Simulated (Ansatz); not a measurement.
Cd5⁻. Charge -1, multiplicity 2. Geometry PBE/def2-SVPD.

```csv
atom,x (Å),y (Å),z (Å)
Cd1,1.2854,1.2366,1.8926
Cd2,0.2764,-1.5888,-2.0298
Cd3,-2.3581,-0.4284,-1.0175
Cd4,-1.7270,1.3393,1.3941
Cd5,2.5233,-0.5587,-0.2393
```

In the def2 sets Cd takes a core potential; there is no spin–orbit coupling. LC-ωPBE has ω = 0.4 bohr⁻¹. HSE06 is defined as in plane-wave codes, on full-range PBE exchange. At PBE/def2-TZVPD, r2SCAN/def2-TZVPD, HSE06/def2-TZVPD the highest occupied level of the charge -1 doublet lies above zero (up to 0.80 eV). The electron is either unbound and held by the finite basis, or the level is raised by self-interaction error. Another isomer (doublet) lies 0.19 eV lower at PBE0/def2-TZVPD; other spin states weren't run for this one.

Question: Estimate the α-spin orbital energies around the gap (eV) in Ansatz with PBE/def2-TZVPD, r2SCAN/def2-TZVPD, HSE06/def2-TZVPD, LC-ωPBE/def2-TZVPD, ωB97M-V/def2-TZVPD.

Answer: 
```json
{"orbital": "HOMO−9", "PBE/def2-TZVPD": "-7.88", "r2SCAN/def2-TZVPD": "-8.33", "HSE06/def2-TZVPD": "-9.67", "LC-ωPBE/def2-TZVPD": "-12.79", "ωB97M-V/def2-TZVPD": "-12.68"}
{"orbital": "HOMO−8", "PBE/def2-TZVPD": "-7.84", "r2SCAN/def2-TZVPD": "-8.29", "HSE06/def2-TZVPD": "-9.64", "LC-ωPBE/def2-TZVPD": "-12.75", "ωB97M-V/def2-TZVPD": "-12.65"}
{"orbital": "HOMO−7", "PBE/def2-TZVPD": "-7.84", "r2SCAN/def2-TZVPD": "-8.29", "HSE06/def2-TZVPD": "-9.64", "LC-ωPBE/def2-TZVPD": "-12.75", "ωB97M-V/def2-TZVPD": "-12.65"}
{"orbital": "HOMO−6", "PBE/def2-TZVPD": "-7.72", "r2SCAN/def2-TZVPD": "-8.16", "HSE06/def2-TZVPD": "-9.50", "LC-ωPBE/def2-TZVPD": "-12.57", "ωB97M-V/def2-TZVPD": "-12.48"}
{"orbital": "HOMO−5", "PBE/def2-TZVPD": "-4.13", "r2SCAN/def2-TZVPD": "-4.44", "HSE06/def2-TZVPD": "-4.77", "LC-ωPBE/def2-TZVPD": "-8.08", "ωB97M-V/def2-TZVPD": "-7.70"}
{"orbital": "HOMO−4", "PBE/def2-TZVPD": "-2.98", "r2SCAN/def2-TZVPD": "-3.20", "HSE06/def2-TZVPD": "-3.42", "LC-ωPBE/def2-TZVPD": "-6.24", "ωB97M-V/def2-TZVPD": "-6.00"}
{"orbital": "HOMO−3", "PBE/def2-TZVPD": "-2.97", "r2SCAN/def2-TZVPD": "-3.19", "HSE06/def2-TZVPD": "-3.41", "LC-ωPBE/def2-TZVPD": "-6.23", "ωB97M-V/def2-TZVPD": "-6.00"}
{"orbital": "HOMO−2", "PBE/def2-TZVPD": "-1.09", "r2SCAN/def2-TZVPD": "-1.26", "HSE06/def2-TZVPD": "-1.27", "LC-ωPBE/def2-TZVPD": "-3.36", "ωB97M-V/def2-TZVPD": "-3.21"}
{"orbital": "HOMO−1", "PBE/def2-TZVPD": "-1.09", "r2SCAN/def2-TZVPD": "-1.26", "HSE06/def2-TZVPD": "-1.27", "LC-ωPBE/def2-TZVPD": "-3.35", "ωB97M-V/def2-TZVPD": "-3.20"}
{"orbital": "HOMO", "PBE/def2-TZVPD": "0.80", "r2SCAN/def2-TZVPD": "0.60", "HSE06/def2-TZVPD": "0.63", "LC-ωPBE/def2-TZVPD": "-1.06", "ωB97M-V/def2-TZVPD": "-0.82"}
{"orbital": "LUMO", "PBE/def2-TZVPD": "0.90", "r2SCAN/def2-TZVPD": "0.94", "HSE06/def2-TZVPD": "1.05", "LC-ωPBE/def2-TZVPD": "2.97", "ωB97M-V/def2-TZVPD": "2.80"}
{"orbital": "LUMO+1", "PBE/def2-TZVPD": "1.65", "r2SCAN/def2-TZVPD": "1.65", "HSE06/def2-TZVPD": "1.78", "LC-ωPBE/def2-TZVPD": "3.44", "ωB97M-V/def2-TZVPD": "3.38"}
{"orbital": "LUMO+2", "PBE/def2-TZVPD": "1.65", "r2SCAN/def2-TZVPD": "1.65", "HSE06/def2-TZVPD": "1.78", "LC-ωPBE/def2-TZVPD": "3.44", "ωB97M-V/def2-TZVPD": "3.38"}
{"orbital": "LUMO+3", "PBE/def2-TZVPD": "1.85", "r2SCAN/def2-TZVPD": "1.99", "HSE06/def2-TZVPD": "2.09", "LC-ωPBE/def2-TZVPD": "3.77", "ωB97M-V/def2-TZVPD": "3.71"}
{"orbital": "LUMO+4", "PBE/def2-TZVPD": "1.85", "r2SCAN/def2-TZVPD": "2.00", "HSE06/def2-TZVPD": "2.10", "LC-ωPBE/def2-TZVPD": "3.78", "ωB97M-V/def2-TZVPD": "3.72"}
{"orbital": "LUMO+5", "PBE/def2-TZVPD": "2.14", "r2SCAN/def2-TZVPD": "2.10", "HSE06/def2-TZVPD": "2.22", "LC-ωPBE/def2-TZVPD": "4.10", "ωB97M-V/def2-TZVPD": "3.84"}
{"orbital": "β HOMO", "PBE/def2-TZVPD": "-0.97", "r2SCAN/def2-TZVPD": "-1.06", "HSE06/def2-TZVPD": "-1.09", "LC-ωPBE/def2-TZVPD": "-2.98", "ωB97M-V/def2-TZVPD": "-2.94"}
{"orbital": "β LUMO", "PBE/def2-TZVPD": "0.98", "r2SCAN/def2-TZVPD": "1.03", "HSE06/def2-TZVPD": "1.14", "LC-ωPBE/def2-TZVPD": "3.08", "ωB97M-V/def2-TZVPD": "2.71"}
```
